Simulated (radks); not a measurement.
Species: a nucleus of charge 58.2 with 57 electrons. Configuration: [Xe] 4f3. Method: Dirac Kohn-Sham, BLYP, spin-unpolarised, spherical densities, finite nucleus; open shells fill j = l - 1/2 first; Fermi nuclear charge, rms radius 4.8919 fm; computed with a radial shooting solver on a logarithmic mesh with Libxc functionals.

Unscreened Slater integrals over Kohn-Sham orbitals (eV). Large and small components are both included. Empty in this configuration: 4f7/2.

| integral | value |
|---|---|
| F0(4f5/2,4f5/2) | 18.089 |
| F2(4f5/2,4f5/2) | 7.7009 |
| F4(4f5/2,4f5/2) | 4.6885 |
| F0(4f5/2,5p3/2) | 14.301 |
| F2(4f5/2,5p3/2) | 5.4944 |
| G2(4f5/2,5p3/2) | 3.6803 |
| G4(4f5/2,5p3/2) | 2.6408 |
| F0(4f5/2,5p1/2) | 14.826 |
| G2(4f5/2,5p1/2) | 3.9845 |
| F0(4f5/2,5s1/2) | 16.140 |
| G3(4f5/2,5s1/2) | 3.8495 |
| F0(4f5/2,4f7/2) | 17.757 |
| F2(4f5/2,4f7/2) | 7.5251 |
| F4(4f5/2,4f7/2) | 4.5768 |
| G2(4f5/2,4f7/2) | 7.5158 |
| G4(4f5/2,4f7/2) | 4.5716 |
| G6(4f5/2,4f7/2) | 3.2518 |
| F0(5p3/2,5p3/2) | 13.143 |
| F2(5p3/2,5p3/2) | 7.0432 |
| F0(5p3/2,5p1/2) | 13.471 |
| G2(5p3/2,5p1/2) | 7.1719 |
| F0(5p3/2,5s1/2) | 14.236 |
| G1(5p3/2,5s1/2) | 9.3272 |
| F0(5p3/2,4f7/2) | 14.107 |
| F2(5p3/2,4f7/2) | 5.4464 |
| G2(5p3/2,4f7/2) | 3.6851 |
| G4(5p3/2,4f7/2) | 2.6357 |
| F0(5p1/2,5p1/2) | 13.832 |
| F0(5p1/2,5s1/2) | 14.679 |
| G1(5p1/2,5s1/2) | 9.9653 |
| F0(5p1/2,4f7/2) | 14.616 |
| G4(5p1/2,4f7/2) | 2.8369 |
| F0(5s1/2,5s1/2) | 15.735 |
| F0(5s1/2,4f7/2) | 15.892 |
| G3(5s1/2,4f7/2) | 3.8151 |
| F0(4f7/2,4f7/2) | 17.434 |
| F2(4f7/2,4f7/2) | 7.3565 |
| F4(4f7/2,4f7/2) | 4.4699 |
| F6(4f7/2,4f7/2) | 3.1784 |
